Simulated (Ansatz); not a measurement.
Relaxation of AlFH6NP (10 atoms, charge 0, multiplicity 1), to a largest force component of 0.03 eV/Å in at most 50 steps.

Theory: Ansatz 0.2.0, RKS BLYP-D4/6-31G*.

```xyz
10
Properties=species:S:1:pos:R:3:forces:R:3
Al 0.059 -0.351 -0.220 -0.10 0.00 0.21
F 0.012 -0.565 1.451 0.05 -0.21 -0.18
H 1.436 -0.362 -0.980 0.10 0.00 -0.05
N -1.508 -0.185 -1.054 0.01 -0.01 0.00
H -2.427 -0.236 -0.613 0.00 0.01 0.00
H -1.601 -0.022 -2.057 0.00 0.00 -0.01
P -0.400 2.785 1.217 -0.01 0.16 -0.09
H -1.819 2.952 1.322 -0.02 0.02 0.00
H -0.128 3.457 2.456 0.01 0.00 -0.01
H -0.415 1.488 1.811 -0.03 0.03 0.13
```

Problem. Where does it end, and by what steps?

Solution. It converged. After 18 steps the energy has fallen by 0.362 eV; H10 moved furthest, 1.34 Å. Joined: Al1–P7 (3.48 → 2.62 Å).

| step | energy less start (eV) | largest force component (eV/Å) | accepted |
| --- | --- | --- | --- |
| 0 | 0.0000 | 0.206 | yes |
| 1 | -0.0264 | 0.369 | yes |
| 2 | -0.0326 | 0.447 | yes |
| 3 | -0.0411 | 0.354 | yes |
| 4 | -0.0458 | 0.808 | yes |
| 5 | -0.0777 | 0.581 | yes |
| 6 | -0.1304 | 0.619 | yes |
| 7 | -0.1863 | 0.734 | yes |
| 8 | -0.2224 | 0.482 | yes |
| 9 | -0.2725 | 0.570 | yes |
| 10 | -0.3196 | 0.162 | yes |
| 11 | -0.3454 | 0.139 | yes |
| 12 | -0.3570 | 0.135 | yes |
| 13 | -0.3492 | 0.101 | no |
| 14 | -0.3593 | 0.071 | yes |
| 15 | -0.3601 | 0.198 | yes |
| 16 | -0.3601 | 0.332 | yes |
| 17 | -0.3615 | 0.061 | yes |
| 18 | -0.3617 | 0.024 | yes |

```xyz
10
Properties=species:S:1:pos:R:3
Al 0.073 0.002 -0.132
F 0.440 -0.943 1.217
H 1.248 0.520 -1.076
N -1.601 -0.117 -0.811
H -2.369 -0.620 -0.365
H -1.795 -0.009 -1.809
P -0.492 2.127 1.299
H -0.959 3.285 0.615
H 0.304 2.794 2.282
H -1.641 1.921 2.115
```

Whether the end is a true minimum wasn't checked by a vibrational analysis.

The run took 31 s on 1 thread of Intel(R) Xeon(R) 6975P-C (Granite Rapids) (shared host), peak memory 0.16 GiB.
